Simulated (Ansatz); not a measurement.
## Ligand exchange: Cd(CH3)(NH2) + Si(CH3)2(NH2)2 → Cd(NH2)2 + Si(CH3)3(NH2)

Gas-phase species: Cd(CH3)(NH2), singlet; Si(CH3)2(NH2)2, singlet; Cd(NH2)2, singlet; Si(CH3)3(NH2), singlet. The partners trade CH3 for NH2: Cd–CH3 and Si–NH2 bonds give way to Cd–NH2 and Si–CH3.

Shapes, held fixed at every level: PBE0-D4/def2-TZVP. Flexible molecules stand in one conformer, not always the lowest. Programs: Ansatz 0.2.0. Electronic energies: no zero-point or thermal term.

Estimate ΔE of this reaction.

The highest level, CCSD(T)/def2-TZVPP, gives ΔE = +56.7 kJ/mol; the levels span +48.4 to +62.2. The column of differences is taken from that level and isn't an error. No measured value is set beside it here. For atoms past krypton def2 sets carry core potentials with scalar relativity. Outer-core shells of Cd are correlated, in sets that cover them unevenly.

```json
{"level": "HF/def2-SVP", "kind": "Hartree–Fock", "ΔE (kJ/mol)": "+58.4", "less CCSD(T)/def2-TZVPP": "+1.7"}
{"level": "HF/def2-TZVPP", "kind": "Hartree–Fock", "ΔE (kJ/mol)": "+62.2", "less CCSD(T)/def2-TZVPP": "+5.5"}
{"level": "SPW92/def2-TZVPP", "kind": "LDA", "ΔE (kJ/mol)": "+57.2", "less CCSD(T)/def2-TZVPP": "+0.5"}
{"level": "PBE-D4/def2-TZVPP", "kind": "GGA", "ΔE (kJ/mol)": "+50.3", "less CCSD(T)/def2-TZVPP": "-6.4"}
{"level": "B3LYP-D4/def2-TZVPP", "kind": "global hybrid", "ΔE (kJ/mol)": "+56.3", "less CCSD(T)/def2-TZVPP": "-0.4"}
{"level": "wB97M-V/def2-TZVPP", "kind": "range-separated hybrid", "ΔE (kJ/mol)": "+57.5", "less CCSD(T)/def2-TZVPP": "+0.8"}
{"level": "CCSD/def2-SVP", "kind": "coupled cluster or CI", "ΔE (kJ/mol)": "+48.4", "less CCSD(T)/def2-TZVPP": "-8.3"}
{"level": "CCSD(T)/def2-TZVPP", "kind": "coupled cluster or CI", "ΔE (kJ/mol)": "+56.7", "less CCSD(T)/def2-TZVPP": "0.0"}
```
